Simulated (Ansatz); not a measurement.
Energy profile

The step: SiNH₄Cl ([NH2][SiH2][Cl]) + H₂ → SiH₃Cl ([SiH3][Cl]) + NH₃; bonds formed: Si1–H7, N2–H6; bonds broken: Si1–N2, H6–H7 (atoms numbered as in the saddle structure below).

```csv
atom,x (Å),y (Å),z (Å)
Si1,-0.4358,0.5942,-0.2405
N2,0.3001,-0.8816,0.6354
H3,-1.4910,0.1917,-1.1996
H4,-1.2307,1.1259,0.9150
Cl5,0.7281,2.2873,-0.5322
H6,0.6917,-0.9186,-0.5289
H7,0.6833,-0.2220,-1.4030
H8,1.0753,-0.6446,1.2461
H9,-0.3209,-1.5321,1.1075
```

Electronic energies by CCSD(T) at an estimated basis limit (MP2 extrapolated from triple and quadruple zeta, plus CCSD(T) − MP2 in triple zeta), on PBE0-D4/def2-TZVP structures; SiNH$_{6}$Cl, closed shell; no counterpoise correction. Ansatz 0.2.0; basis: def2-TZVPP and def2-QZVPP; cores frozen in the correlated methods. Extrapolation: Hartree–Fock as exp(−7.88 √X), correlation as X^−2.97.

Q: Give the profile in eV, counted from the separated reactants. (Judge from chemistry; the value comes from the calculation.)

A: By the calculation:
```json
{"point": "separated: SiNH$_{4}$Cl (linked as [NH2][SiH2][Cl]; Si1, N2, H3, H4, Cl5, H8, H9; singlet) + H$_{2}$ (H6, H7; singlet)", "eV": "0.000"}
{"point": "start structure", "eV": "-0.032"}
{"point": "saddle", "eV": "2.319"}
{"point": "end structure", "eV": "0.213"}
{"point": "separated: SiH$_{3}$Cl (linked as [SiH3][Cl]; Si1, H3, H4, Cl5, H7; singlet) + NH$_{3}$ (N2, H6, H8, H9; singlet)", "eV": "0.457"}
```

T1 diagnostic: at most 0.011.

For scale, one of the runs: CCSD(T)/def2-TZVPP, 199 basis functions, launched by `ansatz run in.yaml --threads 2 --pin off --events-out ev --progress --plain --max-ram 4352MiB`. The run took 58 s on 2 CPU threads of an Arm Neoverse V1 (shared host), with 2.3 GiB of host memory at its peak.
